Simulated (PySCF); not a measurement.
# Deuteron quadrupole couplings in `C=Cc1[p-]ccc1OC`

C₇H₈OP (charge -1).
Geometry (GFN2-xTB, Å), atoms numbered from 1 in this order:
```
atom  x, y, z in Å
C1     3.231   -0.465   -0.399
C2     1.921   -0.651   -0.225
C3     0.922    0.368   -0.112
P4     1.190    2.118   -0.193
C5    -0.505    2.386    0.035
C6    -1.240    1.216    0.167
C7    -0.437    0.086    0.083
O8    -0.864   -1.249    0.178
C9    -2.238   -1.437    0.273
H10    3.927   -1.289   -0.477
H11    3.639    0.531   -0.468
H12    1.533   -1.665   -0.157
H13   -0.940    3.375    0.072
H14   -2.312    1.210    0.317
H15   -2.773   -1.011   -0.588
H16   -2.406   -2.518    0.294
H17   -2.654   -0.995    1.189
```

Level: PBE0/pcSseg-1 (PySCF, non-relativistic); Q(2H) = 0.00286 b; rigid geometry, the same for H and D, with no vibrational averaging.

Question: Rank these positions by the coupling χzz of a deuteron there, largest first.
A. H17 (methyl hydrogen)
B. H12 (vinylic hydrogen)
C. H11 (vinylic hydrogen)
D. H16 (methyl hydrogen)

Answer: C (229 kHz), B (212 kHz), D (204 kHz), A (193 kHz).

Give the electric field gradient Vzz (the principal value of largest size), its asymmetry and the 2H coupling at each hydrogen.

```
atom  bonded to  bond length (Å)  Vzz (au)     η  χzz (kHz)
 H10         C1            1.081    0.3427  0.09        230
 H11         C1            1.078    0.3407  0.09        229
 H12         C2            1.088    0.3162  0.04        212
 H13         C5            1.081    0.3446  0.07        232
 H14         C6            1.082    0.3399  0.11        228
 H15         C9            1.100    0.2870  0.06        193
 H16         C9            1.094    0.3033  0.06        204
 H17         C9            1.100    0.2870  0.06        193
```

How does χzz go with the bond length over the 8 C–H bonds?

A straight-line fit has a slope of -19.1 kHz for each 0.01 Å, with a correlation coefficient of -0.98, over lengths from 1.078 to 1.100 Å. The longer bonds have the smaller couplings here.

Give the 2H NMR doublet splittings at H11 for a magnetic field along the z, y and x axes of the gradient: 3χ/2, 3χ(1 + η)/4, 3χ(1 − η)/4.

With |χ| = 229.0 kHz and η = 0.087: 343, 187 and 157 kHz, to first order and without motion.

Geometry: GFN2-xTB, one conformer, isolated ion. The pcSseg-1 basis has no diffuse functions, a weakness for an anion. GFN2-xTB bond lengths can be off by several hundredths of an ångström, more for odd bonds, and the gradients follow them. The small basis limits the accuracy of the gradients.

The run behind these numbers computed NMR shieldings as well. Cost: about 90 s of CPU time on one thread; the machine was shared, so the figure is rough.
